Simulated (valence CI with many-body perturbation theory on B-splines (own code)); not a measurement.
Values are calculated unless marked as measured or tabulated.
Hyperfine factors and g values of Se13+

Level of theory: relativistic CI+MBPT: three valence electrons over a frozen Dirac-Fock core [Ar], a basis of 7 s, 7 p, 8 d, 6 f, 4 g, 1 h functions for each j, with the one-electron correlation potential Σ1, the two-electron term Σ2, the three-electron term Σ3, Breit, model QED; selected CI, second order for the rest, scaled by the run's own slope (own B-spline code, finite nucleus).

No measured levels were compared; by estimate terms of the open shell hold to 2 to 4 % of their energy, and close levels can change places. The list stops below the first excitations out of the core. Only levels of the ground parity were solved; by the run's estimate the other parity begins above the list, which can be wrong where configurations are misplaced.

A/g_I is the dipole constant over the nuclear g factor μ/I (μ in nuclear magnetons, uniformly magnetised nucleus), B/Q the quadrupole constant per barn. Both hold the static response of the core; the bare values leave it out. Large factors of s and p1/2 electrons are usually good to 5 to 10 %; those of open d and f shells near neutrality can be off by tens of per cent, and small factors of p3/2, d and f electrons come from cancelling terms and can be off by a factor of two or in sign, in half-filled shells by more. B is blank for J = 1/2, where it vanishes, and for nearly pure S terms. Energies count from the lowest level.

Names give the largest LS component (configuration and term), which can be under half, so a name can repeat, a term be missing and a line seem to break the LS rules; names also repeat where a configuration has a term twice. Letters in brackets count levels of one name in rising energy.

| Level | E (cm⁻¹) | g | A/g_I (MHz) | A/g_I bare | B/Q (MHz/b) | B/Q bare |
| --- | --- | --- | --- | --- | --- | --- |
| 3d³ ⁴F_3/2 | 0.0 | 0.407 | 4490 | 4280 | -983 | -1010 |
| 3d³ ⁴F_5/2 | 3966 | 1.029 | 2570 | 2600 | -950 | -981 |
| 3d³ ⁴F_7/2 | 8638 | 1.234 | 2020 | 2130 | -1260 | -1300 |
| 3d³ ⁴F_9/2 | 13589 | 1.325 | 1920 | 2070 | -1790 | -1850 |
| 3d³ ⁴P_3/2 | 38274 | 1.618 | 1810 | 2060 | -2030 | -2100 |
| 3d³ ⁴P_1/2 | 38726 | 2.502 | -3130 | -2510 |  |  |
| 3d³ ²G_7/2 | 43437 | 0.892 | 3140 | 3120 | 1520 | 1570 |
| 3d³ ⁴P_5/2 | 45039 | 1.591 | 575 | 825 | 2600 | 2680 |
| 3d³ ²G_9/2 | 46216 | 1.068 | 2680 | 2720 | 2760 | 2850 |
| 3d³ ²D_3/2 [a] | 53942 | 1.098 | 2810 | 2860 | -2610 | -2700 |
| 3d³ ²P_1/2 | 56845 | 0.831 | 279 | 249 |  |  |
| 3d³ ²H_9/2 | 61428 | 0.957 | 2510 | 2510 | 3920 | 4050 |
| 3d³ ²H_11/2 | 61941 | 1.090 | 2550 | 2600 | 5700 | 5880 |
| 3d³ ²D_5/2 [a] | 64089 | 1.204 | 2180 | 2280 | -1850 | -1920 |
| 3d³ ²P_3/2 | 68189 | 1.138 | 2140 | 2210 | 344 | 347 |
| 3d³ ²F_7/2 | 93277 | 1.140 | 2510 | 2580 | 1730 | 1790 |
| 3d³ ²F_5/2 | 95015 | 0.862 | 2590 | 2560 | 2360 | 2440 |
| 3d³ ²D_5/2 [b] | 143900 | 1.195 | 1890 | 1980 | 3940 | 4060 |
| 3d³ ²D_3/2 [b] | 145520 | 0.798 | 4230 | 4170 | 3380 | 3490 |

(1) Take the isotope of mass number 77, with I = 1/2, μ = 0.53356 μN. What is the hyperfine structure of 3d³ ⁴P_1/2?

## Answers

(1) From the table A = -3340 MHz. Shifts from the centre of gravity in MHz: F = 0: 2500, F = 1: -835.
